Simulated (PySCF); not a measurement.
# Field gradients at the hydrogen positions

C8H19P.
SMILES with atom numbers: `[CH2:1]=[P@@:2]([CH3:3])([CH2:4][CH3:5])[CH2:6][CH:7]([CH3:8])[CH3:9]` (hydrogens: H10, H11 on C1; H12, H13, H14 on C3; H15, H16 on C4; H17, H18, H19 on C5; H20, H21 on C6; H22 on C7; H23, H24, H25 on C8; H26, H27, H28 on C9)

Structure used (PBE0-D3(BJ)/def2-SVP), in Å, numbered top down from 1:
```xyz
28
C8H19P angstrom
C     -0.7643   -1.5186    1.5808
P     -0.9236   -0.5363    0.2300
C     -1.3428   -1.5542   -1.2210
C     -2.2913    0.6559    0.4876
C     -2.5777    1.6473   -0.6290
C      0.4322    0.5562   -0.4412
C      1.7822   -0.1520   -0.6068
C      2.4989   -0.2971    0.7314
C      2.6549    0.5730   -1.6260
H     -0.7120   -1.0393    2.5621
H     -0.2329   -2.4658    1.4577
H     -0.5760   -2.3335   -1.3389
H     -2.3075   -2.0456   -1.0375
H     -1.3874   -0.9574   -2.1426
H     -3.1655    0.0253    0.7136
H     -2.0450    1.1772    1.4285
H     -3.4598    2.2589   -0.3856
H     -1.7377    2.3378   -0.7947
H     -2.7874    1.1401   -1.5838
H      0.5381    1.4127    0.2488
H      0.0893    0.9673   -1.4063
H      1.5924   -1.1704   -0.9977
H      1.8551   -0.8055    1.4640
H      2.7612    0.6955    1.1355
H      3.4320   -0.8717    0.6224
H      2.1714    0.6219   -2.6146
H      2.8567    1.6072   -1.3008
H      3.6263    0.0683   -1.7487
```

Level: PBE0/pcSseg-1 (PySCF, non-relativistic); Q(2H) = 0.00286 b; rigid geometry, the same for H and D, with no vibrational averaging.

Question: Rank these positions by the coupling χzz of a deuteron there, largest first.
A. H21 (methylene hydrogen)
B. H10 (hydrogen on carbon)
C. H12 (methyl hydrogen)
D. H22 (methine hydrogen)

Answer: B (219 kHz), C (199 kHz), A (193 kHz), D (186 kHz).

Q: Give the electric field gradient Vzz (the principal value of largest size), its asymmetry and the 2H coupling at each hydrogen.

A: 
```
atom  bonded to  bond length (Å)  Vzz (au)     η  χzz (kHz)
 H10         C1            1.093    0.3264  0.17        219
 H11         C1            1.093    0.3268  0.17        220
 H12         C3            1.100    0.2957  0.01        199
 H13         C3            1.098    0.2968  0.01        199
 H14         C3            1.099    0.2966  0.01        199
 H15         C4            1.101    0.2872  0.01        193
 H16         C4            1.104    0.2858  0.03        192
 H17         C5            1.101    0.2921  0.02        196
 H18         C5            1.100    0.2913  0.02        196
 H19         C5            1.101    0.2904  0.03        195
 H20         C6            1.105    0.2858  0.03        192
 H21         C6            1.104    0.2871  0.03        193
 H22         C7            1.107    0.2766  0.03        186
 H23         C8            1.100    0.2817  0.01        189
 H24         C8            1.103    0.2890  0.03        194
 H25         C8            1.101    0.2931  0.03        197
 H26         C9            1.102    0.2918  0.02        196
 H27         C9            1.103    0.2888  0.02        194
 H28         C9            1.102    0.2912  0.02        196
```

Q: How does χzz go with the bond length over the 19 C–H bonds?

A: A straight-line fit has a slope of -22.4 kHz for each 0.01 Å, with a correlation coefficient of -0.91, over lengths from 1.093 to 1.107 Å. The longer bonds have the smaller couplings here.

Geometry: PBE0-D3(BJ)/def2-SVP, one conformer, isolated molecule. With a basis this small, the couplings can be 20 % off.

These values come from a run that also computed NMR shieldings. On one thread of an Arm Neoverse V2, shared host with 96 logical CPUs at a one-minute load of 42, this took 55 s wall and 1.1 GiB of memory at its peak.
